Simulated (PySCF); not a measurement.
Two-component Hartree-Fock for Se²⁴⁺ (selenium, charge +24)

Start: [Ne]. Calculated with PySCF 2.14 in an even-tempered Gaussian basis (18 s from 1.7 bohr⁻², ratio 2.6; 12 p from 2.2 bohr⁻², ratio 2.6; 6 d from 2.2 bohr⁻², ratio 2.8; 3 f from 60 bohr⁻², ratio 2.8): generalised Hartree-Fock with the X2C-1e Hamiltonian and a Gaussian nucleus; spin-orbit coupling (SO) screened by Boettger's factors.

```
spinor shell  electrons  ε, screened SO (eV)  weight of nominal j (screened SO)  rms radius, screened SO (bohr)
       1s1/2          2             -13863.0                              1.000                          0.0507
       2s1/2          2              -2754.0                              1.000                           0.207
       2p1/2          2              -2585.4                              1.000                           0.182
```

(1) Where does 2p3/2 lie, and what is the 2p spin-orbit splitting (screened SO)?

```json
{"quantity": "E (hartree)", "screened SO": "-2056.20452"}
{"quantity": "M_J", "screened SO": "0"}
{"quantity": "⟨J²⟩", "screened SO": "0.000"}
{"quantity": "⟨L²⟩", "screened SO": "0.001"}
{"quantity": "⟨S²⟩", "screened SO": "0.001"}
```

Answers

(1) At -2541.3 eV, 44.120 eV above 2p1/2.
